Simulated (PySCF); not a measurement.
O3Ta, SMILES [O]=[Ta]1[O][O]1 (connectivity only; charge and spin as stated), neutral, multiplicity 2. Geometry: PBE-D3(BJ)/def2-TZVP. The spin state was assumed, not searched. The def2 effective core potentials stand for the cores of Ta; spin–orbit coupling is left out.

The numbers are results of PySCF 2.14.0 with PBE-D3(BJ)/def2-TZVP, not measurements.

Harmonic wavenumbers (cm⁻¹): 197, 242, 580, 589, 902, 962. Rotational constants (GHz): 10.25, 4.118, 3.686; symmetry number 1.

Problem. Work out the zero-point energy and the ideal-gas rigid-rotor harmonic-oscillator thermochemistry at 298.15 K and 1 atm.

Solution. ZPE = ½ Σ hcν = ½ × 3472 cm⁻¹ = 4.96 kcal/mol. H − E(el) = 8.27 kcal/mol. Entropy in cal/(mol K): translation 42.19, rotation 25.14, vibration 5.15, spin 1.38, total 73.85. G − E(el) = -13.75 kcal/mol. Cp = 14.62 cal/(mol K).
